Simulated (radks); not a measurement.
The numbers below are computed, except where a source is named.
Polarisability of the oxygen ion O2+, [He] 2s2 2p2, at imaginary frequency. Code: a radial shooting solver on a logarithmic mesh with Libxc functionals. Model: scalar-relativistic Kohn-Sham, exchange-only LDA, spin-polarised, spherical densities, finite nucleus; open shells are filled with parallel spins first; Fermi nuclear charge, rms radius 2.6991 fm. Response by self-consistent Sternheimer equations with the Hartree and adiabatic exchange-only LDA kernel, the relativistic mass of each level held fixed and spin-orbit coupling left out.

w (hartree),alpha1(iw) (bohr^3)
0.00266,1.795
0.0143,1.795
0.0360,1.791
0.0697,1.781
0.118,1.754
0.186,1.699
0.280,1.599
0.413,1.437
0.605,1.216
0.892,0.9529
1.35,0.6773
2.12,0.4163
3.59,0.2045
6.94,0.07127
17.5,0.01416

Static values: alpha1 = 1.795 bohr^3 (0.2660 angstrom^3; uncoupled 2.551). C6 = 2.416, triple-dipole C9 = 2.996 atomic units. One-pole (London) frequency 4 C6 / (3 alpha1^2) = 1.000 hartree, against 1.613 for minus the highest occupied eigenvalue.
